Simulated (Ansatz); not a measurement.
CH2O2, SMILES `O[C]O` (lower singlet; H–O–C–O torsion 0°, O–C–O–H torsion -180°) (charge 0, multiplicity 1). This singlet lies 2.57 eV below the relaxed triplet at the level frozen-core CCSD(T)/cc-pVTZ // PBE0-D3(BJ)/def2-TZVP (Ansatz, an electronic-structure program).

All values below come from Ansatz with frozen-core CCSD(T)/6-31g // PBE0-D3(BJ)/def2-TZVP.

Ansatz 0.2 input:
```yaml
crystal:
  periodic: [false, false, false]
  atoms:
    - { symbol: O, position_ang: [-1.202785, -0.357495, 0.173692] }
    - { symbol: C, position_ang: [0.0573, -0.64629, 0.331888] }
    - { symbol: O, position_ang: [0.766846, 0.356432, -0.176622] }
    - { symbol: H, position_ang: [-1.318591, 0.508002, -0.271043] }
    - { symbol: H, position_ang: [1.69723, 0.13935, -0.057913] }
basis:
  gaussian: { orbitals: "6-31g" }
correlation:
  method: ccsd_t
```

Output:

```
Functional definition: HF
341 factors; integrals over basis functions are off by at most 2.6e-4 eV
mean field evaluation 1: about -5130.1331 eV, gradient 2.9e1 eV
mean field evaluation 2: about -5130.1429 eV, gradient 2.9e1 eV
mean field evaluation 4: about -5131.9970 eV, gradient 2.5e0 eV
mean field evaluation 8: about -5132.0241 eV, gradient 1.1e-4 eV
mean field evaluation 16: about -5132.0128 eV, gradient 1.7e-1 eV
mean field -5132.02414802 eV, -188.5984088288 hartree, gradient 8.7e-6 eV, S^2 0.000000; 0 other end points of the search recorded, 0 dependent functions left out
3 core orbitals not correlated
reference -5132.02414802 eV, -188.5984088288 hartree; 9, 9 occupied and 19, 19 virtual orbitals, 341 factors
second order -8.68052095 eV of doubles, -0.00000000 eV of singles
cycle   1  -8.62104161 eV  change    5.9e-2 eV  update   9.6e-2
cycle   2  -8.95507876 eV  change   -3.3e-1 eV  update   3.0e-2
cycle   3  -9.06235281 eV  change   -1.1e-1 eV  update   1.7e-2
cycle   4  -9.05626659 eV  change    6.1e-3 eV  update   3.9e-3
cycle   5  -9.05510639 eV  change    1.2e-3 eV  update   1.4e-3
cycle   6  -9.05498374 eV  change    1.2e-4 eV  update   5.1e-4
cycle   7  -9.05465876 eV  change    3.2e-4 eV  update   2.1e-4
cycle   8  -9.05465227 eV  change    6.5e-6 eV  update   7.0e-5
cycle   9  -9.05471204 eV  change   -6.0e-5 eV  update   2.2e-5
cycle  10  -9.05471569 eV  change   -3.7e-6 eV  update   6.9e-6
perturbative correction -0.22965087 eV, -0.0084395140 hartree
Total energy: -5141.30851459 eV, -188.9396030070 hartree
```
